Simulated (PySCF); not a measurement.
C4H10OSi, SMILES OC[C@H]1CC[SiH2]1.

Geometry: PBE-D3(BJ)/def2-SVP. The structure was generated by enumeration; whether it is a known compound was not checked. Other conformers were not sampled.

Computed with TDA-PBE/def2-SVPD (PySCF).

Vertical excitations. Isolated molecule, no solvent.

**Question.** List the lowest excited states. (Estimate from the structure and the level; the computed values follow.)

**Answer.** 
| state | energy (eV) | λ (nm) | f | main pairs |
|---|---|---|---|---|
| S1 | 5.62 | 221 | 0.020 | HOMO→LUMO 96 % |
| S2 | 5.96 | 208 | 0.019 | HOMO→LUMO+1 98 % |
| S3 | 6.26 | 198 | 0.018 | HOMO−1→LUMO 97 % |
| S4 | 6.32 | 196 | 0.002 | HOMO→LUMO+2 98 % |
| S5 | 6.59 | 188 | 0.027 | HOMO−1→LUMO+1 66 %, HOMO−2→LUMO 28 % |
| S6 | 6.62 | 187 | 0.013 | HOMO→LUMO+3 56 %, HOMO−2→LUMO 25 %, HOMO−1→LUMO+1 11 % |
| T1 | 5.41 | 229 | 0 | HOMO→LUMO 97 % |
| T2 | 5.80 | 214 | 0 | HOMO→LUMO+1 96 % |
Triplets are in the Tamm–Dancoff approximation.
